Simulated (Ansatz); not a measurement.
Coupled-cluster diagnostics for the cluster Li4Al2, Ansatz.

Geometry of the singlet (r2SCAN-D4/def2-TZVP):

```xyz
6

Al    0.2871    0.2570    0.6660
Al   -1.5344    0.6421   -0.9828
Li    0.8461    1.7041   -1.5239
Li    0.1212   -1.4412   -1.4731
Li   -2.0228   -1.1291    0.9175
Li    2.3028   -0.0329    2.3963
```

Correlated methods freeze 10 core orbitals; core or outer-core shells of Li are correlated, in sets that lack core-valence functions. The structure comes from a short search, and lower isomers may exist.

**Question.** Estimate the CCSD(T) correlation energy, the shares of MP2 and (T), T1 and the reference's ⟨S²⟩ for: charge 0, singlet, own geometry in def2-TZVPP; and the rough time on 4 threads of Intel Xeon 6975P-C on a shared host.

**Answer.** 
| state | basis | correlation (eV) | MP2 share (%) | (T) share (%) | T1 | ⟨S²⟩ (pure) | wall time | remarks |
| --- | --- | --- | --- | --- | --- | --- | --- | --- |
| charge 0, singlet, own geometry | def2-TZVPP | -10.982 | 86.8 | 6.3 | 0.018 | 0.00 (0.00) | 6 s | restricted SCF unstable |
Customary marks for T1 are 0.02 (closed shells), 0.045 (open shells) and about 0.05 (3d metals). T1 stays under 0.02 throughout.
